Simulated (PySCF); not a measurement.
# Excitation energy of I⁺ by level of theory

I⁺ [Kr] 4d10 5s2 5p4 (3P) → I⁺ [Kr] 4d10 5s2 5p3 6s1 (5S), as a difference of total energies. Calculation: PySCF 2.14, in aug-cc-pVQZ-PP with ECP28MDF (7s7p5d3f2g, 92 functions); a scalar-relativistic core potential. Correlated levels: valence: 4s2 4p6 4d10 frozen. The calculations carry no spin-orbit coupling.

| method | excitation energy (eV) |
| --- | --- |
| UHF | 9.089 |
| LDA | 9.633 |
| PBE | 9.465 |
| PBE0 | 9.608 |
| r2SCAN | 9.867 |
| B3LYP | 9.751 |
| BP86 | 9.610 |
| r2SCANh | 9.860 |
| r2SCAN0 | 9.849 |
| MP2 (valence) | 9.428 |
| SCS-MP2 (valence) | 9.662 |

Question: How much does correlation contribute at MP2 (valence)?

Answer: 9.428 − (9.089) = 0.339 eV, measured against UHF.

Errors of the correlated levels include the incompleteness of this basis and the frozen core.

For comparison: 9.665 eV (measured; NIST levels, between the centres of gravity of the two terms).
